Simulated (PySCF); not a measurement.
Compound: ZrHF3 (singlet state).
Bonds: Zr1–F3, Zr1–F4, Zr1–F5. Hydrogens: H2 on Zr1.

Computed with PySCF, PBE0-D3(BJ)/def2-SVP geometry optimisation, gas phase, def2 core potentials past Kr.

Problem. How far are the bound atoms from Zr1?

Solution. 4 atoms: H2 1.846 Å, F4 1.891 Å, F3 1.892 Å, F5 1.892 Å.

Problem. List the angles at Zr1.

Solution. 
```
    angle  degrees  distance of the outer atoms (Å)
F4–Zr1–F5    112.6                             3.15
F3–Zr1–F5    112.2                             3.14
F3–Zr1–F4    112.0                             3.14
H2–Zr1–F4    106.5                             3.00
H2–Zr1–F5    106.5                             3.00
H2–Zr1–F3    106.5                             2.99
```

Problem. What is the shape at Zr1?

Solution. Tetrahedral: angles from 106.5° to 112.6°; τ4 = (360° − α − β)/141° = 0.96 with α and β the two widest (0 for a square, 1 for a tetrahedron).

Problem. What are the rotational constants (commonest isotopes, rigid rotor)?

Solution. A = 4694, B = 4661, C = 2695 MHz: an oblate symmetric top.

Point group: C3v (every atom within 0.08 Å of its image). Charge 0, singlet. No frequency check.

Time: 32 s wall; peak memory 0.30 GiB. Hardware: an Arm Neoverse N1 with one thread, on a shared host. That covers the optimisation of the geometry.
